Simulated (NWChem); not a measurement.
Species: C2H4ClIn; SMILES C=[CH][InH][Cl]

```xyz
8

In    -0.6929    -0.0847     0.0000
H     -2.2629     0.6016     0.0021
Cl     1.0443     1.5390    -0.0078
C      0.1985    -2.0178     0.0022
C      1.5320    -2.1309    -0.0007
H     -0.4187    -2.9241     0.0057
H      2.0308    -3.1089     0.0002
H      2.1864    -1.2510    -0.0042
```
Atoms are numbered in this order, from 1.

Level: PBE0/def2-SVP with def2 effective core potentials on In (NWChem), optimised geometry, unscaled harmonic frequencies. def2 effective core potentials on In; no spin-orbit coupling.

### Question
List the harmonic frequencies with IR intensities, and the thermochemistry.

### Answer
```json
[
 {"frequency (cm⁻¹)": "92", "IR intensity (km/mol)": "4.0"},
 {"frequency (cm⁻¹)": "109", "IR intensity (km/mol)": "0.3"},
 {"frequency (cm⁻¹)": "273", "IR intensity (km/mol)": "10.9"},
 {"frequency (cm⁻¹)": "351", "IR intensity (km/mol)": "53.9"},
 {"frequency (cm⁻¹)": "355", "IR intensity (km/mol)": "10.1"},
 {"frequency (cm⁻¹)": "499", "IR intensity (km/mol)": "73.7"},
 {"frequency (cm⁻¹)": "500", "IR intensity (km/mol)": "82.2"},
 {"frequency (cm⁻¹)": "522", "IR intensity (km/mol)": "30.4"},
 {"frequency (cm⁻¹)": "986", "IR intensity (km/mol)": "8.3"},
 {"frequency (cm⁻¹)": "1011", "IR intensity (km/mol)": "15.8"},
 {"frequency (cm⁻¹)": "1042", "IR intensity (km/mol)": "23.6"},
 {"frequency (cm⁻¹)": "1245", "IR intensity (km/mol)": "18.4"},
 {"frequency (cm⁻¹)": "1407", "IR intensity (km/mol)": "13.0"},
 {"frequency (cm⁻¹)": "1659", "IR intensity (km/mol)": "4.6"},
 {"frequency (cm⁻¹)": "1838", "IR intensity (km/mol)": "198.9"},
 {"frequency (cm⁻¹)": "3126", "IR intensity (km/mol)": "14.2"},
 {"frequency (cm⁻¹)": "3176", "IR intensity (km/mol)": "7.6"},
 {"frequency (cm⁻¹)": "3226", "IR intensity (km/mol)": "1.7"}
]
```

- zero-point energy = 30.6 kcal/mol
- thermal correction to the enthalpy at 298.15 K (with zero-point energy) = 35.1 kcal/mol
- heat capacity Cv = 19.9 cal/(mol K)
- entropy at 298.15 K and 1 atm (symmetry number 1) = 82.0 cal/(mol K)

Rigid rotor and harmonic oscillator; modes under 100 cm⁻¹ make the entropy uncertain.
